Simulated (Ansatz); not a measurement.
Two members of one family (Series GeX2), computed with Ansatz in the gas phase; def2 core potentials for I, no spin–orbit coupling. The two geometries come from different levels. Binding counts from free atoms in the multiplicity of their measured ground term, without zero-point energy. A dash marks a value that wasn't run or was left out as unsound. The structures are stationary points that may keep the symmetry of their start. Remarks come from the PBE and PBE0 runs and from stability tests at other levels; not every state was tested. HOMO above LUMO (over both spins in singlets and doublets, within one spin in higher multiplets; at PBE or PBE0), or a gap under 0.15 eV within one spin, warns that the state may not be the lowest or that an electron is smeared out.

First: GeBr2 (singlet, charge 0, PBE0-D4/def2-TZVP geometry).

Cartesian coordinates in Å:
```
Ge 0.0963 0.2475 -0.9569
Br -1.8385 0.0839 0.3533
Br 1.7422 -0.3314 0.6036
```

```csv
level,HOMO (eV),LUMO (eV),gap (eV),vertical IE (eV),vertical triplet (eV),binding per atom (eV)
r2SCAN-D4/def2-TZVP,-7.03,-3.90,3.12,9.77,2.39,2.53
PBE0-D4/def2-SVP,-7.72,-3.17,4.55,–,–,2.47
PBE0-D4/def2-TZVP,-7.79,-3.22,4.58,9.81,2.45,2.49
CAM-B3LYP-D4/def2-TZVP,-9.00,-2.23,6.77,–,–,2.39
LC-ωPBE/def2-TZVP,-10.23,-1.18,9.05,–,–,2.30
```

Second: GeI2 (singlet, charge 0, PBE-D4/def2-TZVP geometry).

```
atom   x (Å)   y (Å)   z (Å)
 Ge1  -0.564  -0.809  -0.427
  I2  -0.938   1.729  -0.684
  I3   1.502  -0.920   1.111
```

Q: Estimate the same table for the second.

A: 
| level | HOMO (eV) | LUMO (eV) | gap (eV) | vertical IE (eV) | vertical triplet (eV) | binding per atom (eV) |
| --- | --- | --- | --- | --- | --- | --- |
| r2SCAN-D4/def2-TZVP | -6.59 | -4.03 | 2.56 | 9.06 | 1.99 | 2.13 |
| PBE0-D4/def2-SVP | -7.32 | -3.42 | 3.90 | – | – | 2.10 |
| PBE0-D4/def2-TZVP | -7.31 | -3.38 | 3.93 | 9.12 | 2.05 | 2.12 |
| CAM-B3LYP-D4/def2-TZVP | -8.43 | -2.42 | 6.01 | – | – | 1.98 |
| LC-ωPBE/def2-TZVP | -9.63 | -1.44 | 8.19 | – | – | 1.87 |

Remarks: gap within one spin near zero at PBE or PBE0 (+1 doublet).
